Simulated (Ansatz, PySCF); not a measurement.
Ga(H)2(nPr) (C3H9Ga), SMILES CC[CH2][GaH2]. Atoms are numbered in the order given.

```xyz
13

Ga    -0.1183     0.0065     1.3548
H     -1.2540    -0.3103     2.4016
H      1.3016     0.4574     1.8737
C     -0.4803    -0.1624    -0.5778
C      0.6751     0.1641    -1.5204
C      0.3201     0.0117    -2.9928
H     -1.3569     0.4761    -0.7996
H     -0.8444    -1.1935    -0.7498
H      1.0269     1.1943    -1.3351
H      1.5405    -0.4803    -1.2856
H      0.0060    -1.0199    -3.2208
H      1.1725     0.2538    -3.6470
H     -0.5142     0.6760    -3.2710
```

Geometry optimised at PBE0-D3(BJ)/def2-SVP. The structure was generated by enumeration; whether it is a known compound was not checked. The values are those of a single conformer.

Two levels are set side by side: PBE-D3(BJ)/def2-SVP (Ansatz, a program for electronic structure) and PBE0-D3(BJ)/def2-SVP (Ansatz). Each level has its own optimised geometry; the coordinates shown are those of the second. Frequencies come from the Hessian of PySCF at each geometry. Differences are taken from unrounded values.

```csv
quantity,PBE0-D3(BJ),PBE-D3(BJ),PBE-D3(BJ) minus PBE0-D3(BJ)
mean bond length (Å),1.325,1.334,0.009
bond Ga1–C4 (Å),1.973,1.986,0.012
bond C4–C5 (Å),1.526,1.535,0.008
bond C5–C6 (Å),1.522,1.531,0.009
bond Ga1–H2 (Å),1.577,1.588,0.011
bond Ga1–H3 (Å),1.578,1.589,0.011
bond C4–H7 (Å),1.107,1.115,0.008
bond C4–H8 (Å),1.107,1.115,0.008
bond C5–H9 (Å),1.104,1.112,0.008
bond C5–H10 (Å),1.104,1.112,0.008
bond C6–H11 (Å),1.102,1.110,0.008
bond C6–H12 (Å),1.101,1.110,0.008
bond C6–H13 (Å),1.102,1.110,0.008
highest harmonic wavenumber (cm⁻¹),3142,3051,-90
mean harmonic wavenumber (cm⁻¹),1408,1363,-45
zero-point energy (kcal/mol),66.43,64.30,-2.14
```

Exact exchange shortens and stiffens bonds; PBE has none. Differences between two approximate levels are no errors against the true value.
